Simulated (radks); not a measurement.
All-electron atom: Pd II in [Kr] 4d8 5s1 (not the ground configuration).

Calculated with a radial shooting solver on a logarithmic mesh with Libxc functionals: Dirac Kohn-Sham, BLYP, spin-unpolarised, spherical densities, finite nucleus; open shells fill j = l - 1/2 first; Fermi nuclear charge, rms radius 4.5318 fm.

Energy parts (eV):
| part | energy |
|---|---|
| total | -137334.135 |
| kinetic | 143450.843 |
| electron-nucleus | -332202.587 |
| Hartree | 55342.288 |
| exchange-correlation | -3924.679 |

Orbitals (lengths in bohr, moments of r in powers of bohr):
orbital  occ.  eigenvalue (eV)      <r^4>      <r>   <1/r>  small-component weight
1s1/2       2        -24171.39  4.882e-06  0.03185   48.24                2.83e-02
2s1/2       2        -3541.841  0.0008735   0.1380   11.09                5.91e-03
2p1/2       2        -3286.829  0.0005709   0.1171   11.07                5.92e-03
2p3/2       4        -3127.348  0.0006541   0.1221   10.43                5.69e-03
3s1/2       2        -651.2539    0.04168   0.3792   3.862                1.65e-03
3p1/2       2        -550.6035    0.04160   0.3713   3.767                1.59e-03
3p3/2       4        -522.8099    0.04641   0.3821   3.612                1.53e-03
3d3/2       4        -344.4758    0.04305   0.3556   3.444                1.42e-03
3d5/2       6        -338.9327    0.04458   0.3591   3.404                1.40e-03
4s1/2       2        -100.7065      1.523   0.9417   1.470                4.13e-04
4p1/2       2         -69.4499      2.182    1.013   1.349                3.58e-04
4p3/2       4         -64.9117      2.468    1.043   1.300                3.40e-04
4d3/2       4         -18.1072      11.19    1.395  0.9681                2.02e-04
4d5/2       4         -17.5923      11.88    1.414  0.9546                1.97e-04
5s1/2       1         -12.5226      122.1    2.786  0.4596                5.07e-05

The highest occupied level is 5s1/2 at -12.523 eV. Summed over all electrons, <r^2> = 40.32 bohr^2, which gives a Langevin (diamagnetic) susceptibility term of -31.9 x 10^-6 cm^3/mol. The density falls to 0.001 e/bohr^3 at r = 4.00 bohr. The electron density at the nucleus is 1.329e+05 e/bohr^3.
